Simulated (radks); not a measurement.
All-electron atom: the barium ion Ba30+ in [Ar] 3d8 (the NIST ground configuration).

Calculated with a radial shooting solver on a logarithmic mesh with Libxc functionals: Dirac Kohn-Sham, LB94 model potential, spin-unpolarised, spherical densities, finite nucleus; open shells fill j = l - 1/2 first; Fermi nuclear charge, rms radius 4.8378 fm.

Energy parts (eV):
part                  energy
kinetic            222242.92
electron-nucleus  -472060.89
Hartree             46980.14
(The LB94 potential has no energy functional, so no total or exchange-correlation energy is given.)

Orbitals (lengths in bohr, moments of r in powers of bohr):
orbital,occ.,eigenvalue (eV),<r^4>,<1/r>
1s1/2,2,-38592.63,2.059e-06,60.76
2s1/2,2,-7095.902,0.0003363,14.32
2p1/2,2,-6766.771,0.0002117,14.32
2p3/2,4,-6378.512,0.0002594,13.06
3s1/2,2,-2324.057,0.01251,5.287
3p1/2,2,-2187.405,0.01140,5.224
3p3/2,4,-2106.959,0.01315,4.909
3d3/2,4,-1874.321,0.009370,4.802
3d5/2,4,-1856.348,0.009791,4.721

The highest occupied level is 3d5/2 at -1856.3 eV. Summed over all electrons, <r^2> = 1.413 bohr^2, which gives a Langevin (diamagnetic) susceptibility term of -1.12 x 10^-6 cm^3/mol.
